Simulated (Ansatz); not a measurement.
Ansatz (a first-principles code) input (B3LYP-D3(BJ)/def2-TZVP):

Ansatz 0.2 input:
```yaml
crystal:
  periodic: [false, false, false]
  atoms:
    - {symbol: Nb, position_ang: [0.03971092, -0.22164606, -0.28796394]}
    - {symbol: O, position_ang: [-0.09299880, -1.68847787, 0.59015981]}
    - {symbol: O, position_ang: [0.67179075, 1.40826608, 0.54612301]}
    - {symbol: O, position_ang: [-0.78231043, 1.41614784, 0.33953235]}
basis:
  gaussian:
    orbitals: def2-TZVP
hamiltonian:
  xc: b3lyp
  dispersion: d3bj
magnetization: {spin_polarized: true, initial_magnetization: 1}
phonons: {temperatures: {t_min: 298.15, t_max: 298.15, t_step: 100}}
```

Output:

```
Functional definition: B3LYP
integrals: 0.05 GiB planned
824 factors; their error is unknown
mean field: 0.58 GiB planned
mean field evaluation 1: about -7660.6954 eV, gradient 8.6e1 eV
mean field evaluation 2: about -7099.6395 eV, gradient 3.2e2 eV
mean field evaluation 4: about -7655.3651 eV, gradient 9.9e1 eV
mean field evaluation 8: about -7693.5682 eV, gradient 6.0e-1 eV
mean field evaluation 16: about -7693.6459 eV, gradient 2.7e-2 eV
mean field evaluation 32: about -7693.6460 eV, gradient 6.0e-5 eV
mean field evaluation 64: about -7693.2335 eV, gradient 3.2e0 eV
mean field -7693.64599978 eV, -282.7362755512 hartree, gradient 7.8e-6 eV, S^2 0.754050; 6 other end points of the search recorded, 0 dependent functions left out
the calculation of the forces begins
reference -7693.64625424 eV, -282.7362849027 hartree; 19, 18 occupied and 114, 115 virtual orbitals, 824 factors
these checks for a lower state are left out or cut short: stability, starts, cluster_reference, orbital_swaps, neighbouring_geometries, increment
integrals: 0.05 GiB planned
824 factors; their error is unknown
mean field: 0.57 GiB planned
mean field -7693.64592022 eV, -282.7362726275 hartree, gradient 1.4e-6 eV, S^2 0.754079; 0 other end points of the search recorded, 0 dependent functions left out
the calculation of the forces begins
reference -7693.64617473 eV, -282.7362819808 hartree; 19, 18 occupied and 114, 115 virtual orbitals, 824 factors
these checks for a lower state are left out or cut short: stability, starts, cluster_reference, orbital_swaps, neighbouring_geometries, increment
integrals: 0.05 GiB planned
824 factors; their error is unknown
mean field: 0.57 GiB planned
mean field -7693.64591620 eV, -282.7362724798 hartree, gradient 1.7e-6 eV, S^2 0.754022; 0 other end points of the search recorded, 0 dependent functions left out
the calculation of the forces begins
reference -7693.64617062 eV, -282.7362818295 hartree; 19, 18 occupied and 114, 115 virtual orbitals, 824 factors
these checks for a lower state are left out or cut short: stability, starts, cluster_reference, orbital_swaps, neighbouring_geometries, increment
integrals: 0.05 GiB planned
824 factors; their error is unknown
mean field: 0.57 GiB planned
mean field -7693.64588935 eV, -282.7362714930 hartree, gradient 1.9e-6 eV, S^2 0.754048; 0 other end points of the search recorded, 0 dependent functions left out
the calculation of the forces begins
reference -7693.64614384 eV, -282.7362808455 hartree; 19, 18 occupied and 114, 115 virtual orbitals, 824 factors
these checks for a lower state are left out or cut short: stability, starts, cluster_reference, orbital_swaps, neighbouring_geometries, increment
integrals: 0.05 GiB planned
824 factors; their error is unknown
mean field: 0.57 GiB planned
mean field evaluation 96: about -7693.6459 eV, gradient 2.4e-3 eV
mean field -7693.64589229 eV, -282.7362716013 hartree, gradient 2.0e-6 eV, S^2 0.754053; 0 other end points of the search recorded, 0 dependent functions left out
the calculation of the forces begins
reference -7693.64614673 eV, -282.7362809517 hartree; 19, 18 occupied and 114, 115 virtual orbitals, 824 factors
these checks for a lower state are left out or cut short: stability, starts, cluster_reference, orbital_swaps, neighbouring_geometries, increment
integrals: 0.05 GiB planned
824 factors; their error is unknown
mean field: 0.57 GiB planned
mean field -7693.64595199 eV, -282.7362737949 hartree, gradient 2.3e-6 eV, S^2 0.754035; 0 other end points of the search recorded, 0 dependent functions left out
the calculation of the forces begins
reference -7693.64620641 eV, -282.7362831450 hartree; 19, 18 occupied and 114, 115 virtual orbitals, 824 factors
these checks for a lower state are left out or cut short: stability, starts, cluster_reference, orbital_swaps, neighbouring_geometries, increment
integrals: 0.05 GiB planned
824 factors; their error is unknown
mean field: 0.57 GiB planned
mean field -7693.64595618 eV, -282.7362739490 hartree, gradient 3.0e-6 eV, S^2 0.754066; 0 other end points of the search recorded, 0 dependent functions left out
the calculation of the forces begins
reference -7693.64621068 eV, -282.7362833018 hartree; 19, 18 occupied and 114, 115 virtual orbitals, 824 factors
these checks for a lower state are left out or cut short: stability, starts, cluster_reference, orbital_swaps, neighbouring_geometries, increment
integrals: 0.05 GiB planned
824 factors; their error is unknown
mean field: 0.57 GiB planned
mean field -7693.64592109 eV, -282.7362726596 hartree, gradient 2.3e-6 eV, S^2 0.754033; 0 other end points of the search recorded, 0 dependent functions left out
the calculation of the forces begins
reference -7693.64617552 eV, -282.7362820098 hartree; 19, 18 occupied and 114, 115 virtual orbitals, 824 factors
these checks for a lower state are left out or cut short: stability, starts, cluster_reference, orbital_swaps, neighbouring_geometries, increment
integrals: 0.05 GiB planned
824 factors; their error is unknown
mean field: 0.57 GiB planned
mean field evaluation 128: about -7693.6460 eV, gradient 2.3e-6 eV
mean field -7693.64596484 eV, -282.7362742672 hartree, gradient 2.3e-6 eV, S^2 0.754068; 0 other end points of the search recorded, 0 dependent functions left out
the calculation of the forces begins
reference -7693.64621934 eV, -282.7362836200 hartree; 19, 18 occupied and 114, 115 virtual orbitals, 824 factors
these checks for a lower state are left out or cut short: stability, starts, cluster_reference, orbital_swaps, neighbouring_geometries, increment
integrals: 0.05 GiB planned
824 factors; their error is unknown
mean field: 0.57 GiB planned
mean field -7693.64592702 eV, -282.7362728775 hartree, gradient 2.5e-6 eV, S^2 0.754049; 0 other end points of the search recorded, 0 dependent functions left out
the calculation of the forces begins
reference -7693.64618150 eV, -282.7362822294 hartree; 19, 18 occupied and 114, 115 virtual orbitals, 824 factors
these checks for a lower state are left out or cut short: stability, starts, cluster_reference, orbital_swaps, neighbouring_geometries, increment
integrals: 0.05 GiB planned
824 factors; their error is unknown
mean field: 0.57 GiB planned
mean field -7693.64593382 eV, -282.7362731275 hartree, gradient 2.7e-6 eV, S^2 0.754052; 0 other end points of the search recorded, 0 dependent functions left out
the calculation of the forces begins
reference -7693.64618828 eV, -282.7362824786 hartree; 19, 18 occupied and 114, 115 virtual orbitals, 824 factors
these checks for a lower state are left out or cut short: stability, starts, cluster_reference, orbital_swaps, neighbouring_geometries, increment
integrals: 0.05 GiB planned
824 factors; their error is unknown
mean field: 0.57 GiB planned
mean field -7693.64597293 eV, -282.7362745645 hartree, gradient 2.4e-6 eV, S^2 0.754064; 0 other end points of the search recorded, 0 dependent functions left out
the calculation of the forces begins
reference -7693.64622740 eV, -282.7362839162 hartree; 19, 18 occupied and 114, 115 virtual orbitals, 824 factors
these checks for a lower state are left out or cut short: stability, starts, cluster_reference, orbital_swaps, neighbouring_geometries, increment
integrals: 0.05 GiB planned
824 factors; their error is unknown
mean field: 0.57 GiB planned
mean field -7693.64593981 eV, -282.7362733475 hartree, gradient 2.7e-6 eV, S^2 0.754037; 0 other end points of the search recorded, 0 dependent functions left out
the calculation of the forces begins
reference -7693.64619427 eV, -282.7362826988 hartree; 19, 18 occupied and 114, 115 virtual orbitals, 824 factors
these checks for a lower state are left out or cut short: stability, starts, cluster_reference, orbital_swaps, neighbouring_geometries, increment
integrals: 0.05 GiB planned
824 factors; their error is unknown
mean field: 0.57 GiB planned
mean field evaluation 160: about -7693.6460 eV, gradient 8.8e-5 eV
mean field -7693.64598097 eV, -282.7362748601 hartree, gradient 2.6e-6 eV, S^2 0.754057; 0 other end points of the search recorded, 0 dependent functions left out
the calculation of the forces begins
reference -7693.64623544 eV, -282.7362842118 hartree; 19, 18 occupied and 114, 115 virtual orbitals, 824 factors
these checks for a lower state are left out or cut short: stability, starts, cluster_reference, orbital_swaps, neighbouring_geometries, increment
integrals: 0.05 GiB planned
824 factors; their error is unknown
mean field: 0.57 GiB planned
mean field -7693.64598214 eV, -282.7362749031 hartree, gradient 1.6e-6 eV, S^2 0.754044; 0 other end points of the search recorded, 0 dependent functions left out
the calculation of the forces begins
reference -7693.64623660 eV, -282.7362842544 hartree; 19, 18 occupied and 114, 115 virtual orbitals, 824 factors
Total energy: -7693.77071363 eV, -282.7408587008 hartree
Atom 0 at     0.039711    -0.221646    -0.287964 Å, force    -0.000008     0.000093     0.000058 eV/Å
Atom 1 at    -0.092999    -1.688478     0.590160 Å, force     0.000000    -0.000089    -0.000004 eV/Å
Atom 2 at     0.671791     1.408266     0.546123 Å, force     0.000018    -0.000002    -0.000025 eV/Å
Atom 3 at    -0.782310     1.416148     0.339532 Å, force    -0.000010    -0.000002    -0.000029 eV/Å
Dipole moment:     0.150662    -0.249445    -1.069964 e Å
Vibrations: 186.85 224.62 587.37 597.35 901.84 985.74 cm⁻¹, zero-point energy 0.215966 eV
```

The spin state was set by rule; other spins were not relaxed.
